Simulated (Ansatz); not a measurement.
Cost and result for the atomization energy of `C[Si]1(Cl)C[SiH2]1` (12 atoms, 12 bonds).

```
atom   x (Å)   y (Å)   z (Å)
  C1  -0.281  -0.873   1.449
 Si2   0.352  -0.457  -0.237
 Cl3   1.359  -2.051  -1.049
  C4  -0.587   0.563  -1.403
 Si5   0.767   1.920  -0.929
  H6  -0.840  -0.027   1.852
  H7   0.544  -1.105   2.125
  H8  -0.937  -1.744   1.393
  H9  -1.599   0.819  -1.097
 H10  -0.542   0.264  -2.448
 H11   0.169   2.118   0.467
 H12   1.594   0.572  -0.123
```

The species carries charge 0 and has multiplicity 1. All single points use the PBE0-D4/def2-TZVP geometry. Program: Ansatz. All runs use 4 threads of an Arm Neoverse V2 on a shared host. Times are those of one run each, without the atoms' runs, and a repeat can differ threefold. Electronic energies, without spin–orbit coupling; frozen cores. CCSD(T)/CBS adds CCSD(T) − MP2 in def2-TZVPP to the MP2 limit, and its time is that of the two runs behind it. T1 = 0.013. B3LYP takes the VWN-RPA correlation (the form of Gaussian; ORCA's B3LYP/G).

CCSD(T)/CBS is a level of theory with its own doubt, some kJ/mol a heavy atom from the limit and from the frozen cores, so smaller differences don't rank the functionals.

```json
{"level": "PBE-D4/def2-TZVPP (with forces)", "functions": "286", "wall time": "3.6 s"}
{"level": "PBE0-D4/def2-TZVPP", "functions": "286", "wall time": "4.2 s"}
{"level": "r2SCAN-D4/def2-TZVPP (with forces)", "functions": "286", "wall time": "6.5 s"}
{"level": "B3LYP-D4/def2-TZVPP (with forces)", "functions": "286", "wall time": "6.5 s"}
{"level": "B2PLYP/def2-TZVPP", "functions": "286", "wall time": "7 s"}
{"level": "ωB97X-V/def2-TZVPP", "functions": "286", "wall time": "11 s"}
{"level": "ωB97M-V/def2-TZVPP (with forces)", "functions": "286", "wall time": "15 s"}
{"level": "MP2/def2-QZVPP", "functions": "534", "wall time": "25 s"}
{"level": "CCSD(T)/def2-TZVPP", "functions": "286", "wall time": "3.3 min"}
{"level": "CCSD(T)/CBS(def2)", "functions": "–", "wall time": "3.7 min"}
```

(1) What atomization energy does each give, and how far from CCSD(T)/CBS? (Best estimate.)

## Answers

(1) Computed: 
| level | atomization (kJ/mol) | difference from CCSD(T)/CBS | per bond |
| --- | --- | --- | --- |
| PBE-D4/def2-TZVPP (with forces) | 4231.7 | 51.0 | 4.3 |
| PBE0-D4/def2-TZVPP | 4194.5 | 13.8 | 1.2 |
| r2SCAN-D4/def2-TZVPP (with forces) | 4201.5 | 20.8 | 1.7 |
| B3LYP-D4/def2-TZVPP (with forces) | 4166.6 | -14.1 | -1.2 |
| B2PLYP/def2-TZVPP | 4115.5 | -65.2 | -5.4 |
| ωB97X-V/def2-TZVPP | 4197.8 | 17.1 | 1.4 |
| ωB97M-V/def2-TZVPP (with forces) | 4205.9 | 25.2 | 2.1 |
| MP2/def2-QZVPP | 4174.7 | -6.0 | -0.5 |
| CCSD(T)/def2-TZVPP | 4073.4 | -107.3 | -8.9 |
| CCSD(T)/CBS(def2) | 4180.7 | 0.0 | 0.0 |

From PBE to PBE0 (25 % exact exchange), in def2-TZVPP and without D4, the atomization energy moves by −32.3 kJ/mol: exact exchange takes away binding that semilocal exchange gives to molecules. In def2-TZVPP, CCSD(T) changes the Hartree–Fock value by +958.7 kJ/mol (the triples alone add +59.1 kJ/mol) and MP2 by +996.6 kJ/mol; breaking electron pairs costs correlation energy, which Hartree–Fock lacks. The D4 term adds +54.7 kJ/mol with B3LYP and +28.9 kJ/mol with PBE0; it sums over pairs of atoms, weighted by their polarisabilities, and B3LYP, whose exchange is more repulsive, gets the larger term.
